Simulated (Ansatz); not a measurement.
The first iterations of a band of F5HW + H2 (9 atoms, charge 0, multiplicity 1).

These are results of Ansatz, RKS B3LYP/def2-SVP, not measurements.

```json
{
 "movable images": "7",
 "climbing image": "yes",
 "spring": "5.0 eV/Å²",
 "optimiser": "quadratic models (default)",
 "start path": "straight line",
 "force threshold": "0.03 eV/Å",
 "iteration limit": "60",
 "end points": "relaxed"
}
```

First end point:

```xyz
9
Properties=species:S:1:pos:R:3
W 0.044 0.157 -0.162
F 0.108 0.984 1.503
F 1.894 0.318 -0.046
H 0.231 1.765 -0.655
F -1.456 -0.615 0.627
F 0.551 -1.417 -1.025
F -1.068 0.395 -1.633
H 1.127 -2.279 1.721
H 0.866 -1.845 2.288
```

Last end point:

```xyz
9
Properties=species:S:1:pos:R:3
W 0.256 -0.138 -0.248
F -0.198 -0.557 2.161
F 1.544 0.729 -1.273
H 0.686 1.192 0.711
F -1.428 0.515 0.186
F 0.179 -1.968 0.205
F -0.323 -0.542 -2.011
H 1.657 -0.284 0.700
H -0.075 -1.485 2.187
```

| iteration | highest image above the first end (eV) | largest band force component (eV/Å) |
| --- | --- | --- |
| 1 | 8.839 | 9.438 |
| 2 | 6.097 | 4.602 |
| 3 | 4.604 | 4.011 |
| 4 | 3.305 | 2.186 |
| 5 | 2.759 | 1.228 |
| 6 | 2.394 | 1.146 |
| 7 | 1.896 | 1.642 |
| 8 | 1.478 | 1.362 |
| 9 | 1.341 | 0.749 |

Does the band converge within its limit, and where does its top end?

It converged. It ended after 27 iterations with the highest image 1.041 eV above the first end. The profile has 2 maxima (images 3, 7) with wells between them (image 5): this band takes more than one step, which may be the mechanism or a detour left from its start path. The order of the stationary point at the top wasn't checked. The orbitals stay closed-shell, which can raise the energy where a bond breaks towards radicals; this wasn't checked here.

Time of the run: 7.1 min on 4 threads of Arm Neoverse V1, with other jobs on the host, peak memory 0.3 GiB.
